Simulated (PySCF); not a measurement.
Core-level binding energies of Ti(OH)2(OMe)2

Compound: Ti(OH)2(OMe)2, C₂H₈O₄Ti (singlet state).
Structure used (PBE0-D3(BJ)/def2-SVP), in Å, numbered top down from 1:
```
atom  x, y, z in Å
Ti1    0.6898   -0.3340    0.1890
O2     0.8966   -0.5057    1.9614
H3     1.6658   -0.7905    2.4617
O4     2.2485   -0.7256   -0.6033
H5     2.4391   -1.4005   -1.2605
O6     0.2138    1.3352   -0.1560
C7     0.2147    2.7133   -0.0925
H8     0.1956    3.0659    0.9550
H9    -0.6719    3.1273   -0.6055
H10    1.1129    3.1356   -0.5789
O11   -0.5587   -1.4500   -0.3837
C12   -1.8450   -1.9512   -0.4453
H13   -2.1955   -2.2778    0.5506
H14   -1.8856   -2.8244   -1.1206
H15   -2.5531   -1.1938   -0.8275
```

Theory: PySCF 2.14.0, delta-SCF UKS SCAN, pcX-2 on the ionised atom (unc-x2c-TZVPall on a metal), pcseg-1 elsewhere, spin-free X2C. These are vertical core ionisation energies against the vacuum level, from separate self-consistent calculations with and without the core hole.

Give the core binding energies atom by atom.

```csv
atom(s),environment,level,binding energy (eV),2p1/2 (eV),above the level's lowest (eV),count
C7/C12,carbon bonded to O and 3 H,C 1s,292.09,–,0.00,2
Ti1,titanium bonded to 4 O,Ti 2p3/2,462.76,468.47,0.00,1
O6/O11,oxygen bonded to C and Ti,O 1s,537.05,–,0.00,2
O2/O4,oxygen bonded to Ti and H,O 1s,537.17,–,+0.12,2
```

The 2 O 1s values lie within 0.12 eV of each other; Gaussian lines of 0.5 eV full width would blend them into one maximum.

Which effective nuclear charge Zeff reproduces each element's mean 1s value in the hydrogen-like formula E = 13.606 eV × Zeff²?

C (Z = 6): mean 292.1 eV, Zeff = 4.63, Z − Zeff = 1.37; O (Z = 8): mean 537.1 eV, Zeff = 6.28, Z − Zeff = 1.72. Means run over the listed sites, weighted by atom count.

What is the longest wavelength that can ionise O 1s of O2 (atom 2)/O4 vertically?

λ = hc/E = 12398.42 eV Å / 537.17 eV = 23.081 Å.

Topologically equivalent atoms share the value of their first member; where this conformer doesn't relate them by symmetry, their own values could differ. Spin–orbit coupling isn't in the SCF: each 2p doublet comes from a relaxed spin-free hole plus a matrix of the shell (mean-field spin–orbit coupling and the ground-state 2p splitting), with 2p3/2 averaged over its two sublevels. 2p1/2 minus 2p3/2 (ligand field included): Ti 5.71 eV. Satellites of the metal's 2p lines aren't described. Isolated species at its PBE0-D3(BJ)/def2-SVP geometry, gas phase. Metal 2p energies of this one-determinant scheme are less reliable than its 1s energies.

Hardware: Intel Xeon at 2.50 GHz, one thread, shared host with 64 logical CPUs at a one-minute load of 52. Cost: 3.0 min wall, 0.72 GiB resident at most.
